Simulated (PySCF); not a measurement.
Vertical excitations of a molecule CH5N3OSi from TDA-PBE/def2-SVPD run with PySCF 2.14.0, as energy in eV (oscillator strength): 6.15 (0.017), 6.34 (0.015), 6.41 (0.016), 6.63 (0.009), 6.71 (0.003), 6.77 (0.013), 6.87 (0.031), 6.89 (0.011), 6.96 (0.052), 7.05 (0.009). Lowest triplet (TDA): 6.02 eV. The structure is a stationary point at PBE0-D3(BJ)/def2-SVP. Other conformers were not sampled.

**Question.** Which molecule gave these data?
A) N#CO[SiH](N)N
B) N[SiH](N)N=C=O
C) N[Si]1(N)N=CO1

**Answer.** A, N#CO[SiH](N)N
